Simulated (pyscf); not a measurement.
**`[SiH3][NH][SiH2][SiH3]`, singlet**

Gas-phase minimum from PySCF at ωB97X-D3(BJ)/def2-SVP, one conformer. H₃Si–NH–SiH₂–SiH₃ lies 15.2 kcal/mol over its isomer H₃Si–N(SiH₃)–SiH₃ (electronic energy, ωB97M-D3(BJ)/def2-TZVP). 

SMILES: N([SiH2][SiH3])[SiH3]
```xyz
13

Si    -0.6549    -1.6987     1.4999
N      0.4386    -0.3469     1.5183
Si     0.5446     0.9955     0.4073
Si    -1.2789     1.0266    -1.0524
H     -0.0490    -2.9484     0.9463
H     -1.1300    -2.0064     2.8813
H     -1.8150    -1.3238     0.6436
H      1.1757    -0.3871     2.2194
H      0.5885     2.2920     1.1527
H      1.7954     0.9442    -0.4151
H     -2.5698     1.1692    -0.3182
H     -1.3269    -0.2058    -1.8929
H     -1.1068     2.2080    -1.9519
```
Charge 0, spin multiplicity 1.

Bond lengths (Å): Si1–N2 1.739, Si1–H5 1.495, Si1–H6 1.493, Si1–H7 1.490, N2–Si3 1.746, N2–H8 1.018, Si3–Si4 2.336, Si3–H9 1.496, Si3–H10 1.498, Si4–H11 1.492, Si4–H12 1.492, Si4–H13 1.495. Bond angles (°): N2–Si1–H5 113.5, N2–Si1–H6 110.5, N2–Si1–H7 107.5, H5–Si1–H6 107.4, H5–Si1–H7 108.2, H6–Si1–H7 109.6, Si1–N2–Si3 129.0, Si1–N2–H8 115.6, Si3–N2–H8 115.1, N2–Si3–Si4 111.1, N2–Si3–H9 110.6, N2–Si3–H10 111.9, Si4–Si3–H9 108.8, Si4–Si3–H10 108.0 (the first ones only).

Properties at ωB97X-D3(BJ)/def2-SVP:

```
Property                                                                                                                                                                                                                                                                                          Result
---------------------------------------------------------------------------------------------------------------------  ---------------------------------------------------------------------------------------------------------------------------------------------------------------------------------
Harmonic wavenumbers, unscaled                                                                                         34, 45, 130, 202, 250, 351, 392, 432, 540, 621, 627, 724, 732, 759, 851, 927, 943, 949, 958, 962, 985, 998, 1022, 1220, 2211, 2225, 2232, 2241, 2248, 2252, 2255, 2274, 3616 cm⁻¹
Zero-point energy                                                                                                                                                                                                                                                                          53.2 kcal/mol
Rotational symmetry number                                                                                                                                                                                                                                                                             1
Entropy of this conformer at 298 K and 1 atm, rigid rotor and harmonic oscillator, modes under 100 cm⁻¹ raised to 100                                                                                                                                                                    366.4 J/(mol K)
Dipole moment                                                                                                                                                                                                                                                                                     1.08 D
```

Single-point totals, which compare only within one level:

| level | total energy (hartree) |
|---|---|
| ωB97X-D3(BJ)/def2-TZVP | -928.83883 |
| PBE/def2-TZVP | -928.18261 |
| r²SCAN/def2-TZVP | -928.60672 |
| B3LYP-D3(BJ)/def2-TZVP | -928.81859 |
| PBE0-D3(BJ)/def2-TZVP | -928.29418 |
| M06-2X/def2-TZVP | -928.62412 |
| ωB97M-D3(BJ)/def2-TZVP | -928.86123 |

The lowest mode is so soft that the shape along it may change with the basis. Soft torsions are taken as harmonic, which can shift the entropy by several J/(mol K).
